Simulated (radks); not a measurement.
Values are calculated unless marked as measured or tabulated.
The iodine anion I-, [Xe], held by a Watson sphere: a shell of charge +1 at radius R that stands for the Madelung well of a crystal (potential energy -1/R inside, -1/r outside, in hartree with lengths in bohr). Code: a radial shooting solver on a logarithmic mesh with Libxc functionals. Model: scalar-relativistic Kohn-Sham, r2SCAN, spin-polarised, spherical densities, finite nucleus; meta-GGA in the generalised Kohn-Sham scheme; Fermi nuclear charge, rms radius of each element as measured or else 0.836 A^(1/3) + 0.57 fm.

| R (bohr) | e(4d) (eV) | e(5s) (eV) | e(5p) (eV) | <r> 5p (bohr) | sum of <r^2> (bohr^2) | X-ray form factor at sin(theta)/lambda = 0.3 1/angstrom |
|---|---|---|---|---|---|---|
| 2.39 | -50.863 | -18.519 | -8.047 | 2.454 | 68.04 | 36.587 |
| 2.63 | -50.600 | -18.175 | -7.833 | 2.484 | 69.22 | 36.595 |
| 3.54 | -49.799 | -17.012 | -6.882 | 2.575 | 72.94 | 36.630 |
| 4.77 | -48.752 | -15.764 | -5.666 | 2.640 | 75.90 | 36.646 |
| 4.8 | -48.728 | -15.738 | -5.640 | 2.641 | 75.94 | 36.646 |
